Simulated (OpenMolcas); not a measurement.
# What dynamic correlation does to the levels of neutral rubidium

```json
{"Program": "OpenMolcas 26.06", "Basis": "ANO-RCC-VQZP [8s7p4d2f1g]", "Scalar Hamiltonian": "DKH4, point nucleus", "Active space": "1 electron in 4 orbitals (5s 5p)", "State averaging": "2S+1 = 2 even, 1 root; 2S+1 = 2 odd, 3 roots", "Spin-orbit coupling": "state interaction with AMFI integrals over the reference wave functions, term energies averaged over their components"}
```

Methods on the same reference wave functions:
A. CASSCF
B. SS-CASPT2, IPEA 0.25 Eh, imaginary shift 0.1 Eh (closed shells correlated: 4s 4p)

Energies in cm-1 above 5s 2S 1/2, the measured ground level; measured values from NIST Handbook of Basic Atomic Spectroscopic Data.

```tsv
Level	A	B	Measured
5s 2S 1/2	0.0	0.0	0.0
5p 2P* 1/2	10741	12537	12579
5p 2P* 3/2	10876	12672	12817
```

Deviations, from unrounded energies. A percentage is the sum of absolute deviations over the sum of measured energies, with the sign that they share, or ± where signs differ.

| Against measurement | Levels | A | B |
| --- | --- | --- | --- |
| mean absolute deviation (cm-1) | 2 | 1900 | 93 |
| other configurations (%) | 2 | -14.9 | -0.7 |

B lies closest to measurement on these levels. The largest miss of B in the table is 5p 2P* 3/2, by -140 cm-1. The ranking rests on the paired levels alone, and a cruder setting can come out closer through cancelling errors.

The lowest spin-free term lies below A's lowest term by 0.208 hartree in B.

ANO sets are built for ground and valence states and can reach diffuse excited orbitals poorly. With one active electron the reference holds no correlation, so core polarisation is missing (holds for A). With one active electron, CASPT2 adds the correlation within the correlated inactive shells and between them and that electron, and leaves the splitting within a term as the reference gives it (holds for B). Computed and measured levels are paired by configuration, term and J; levels that our copy of the source lacks, or whose pairing is in doubt (as where it misses far off the trend of its configuration), stay unpaired and out of the deviations. Only configurations of the active space appear.

* marks odd parity.
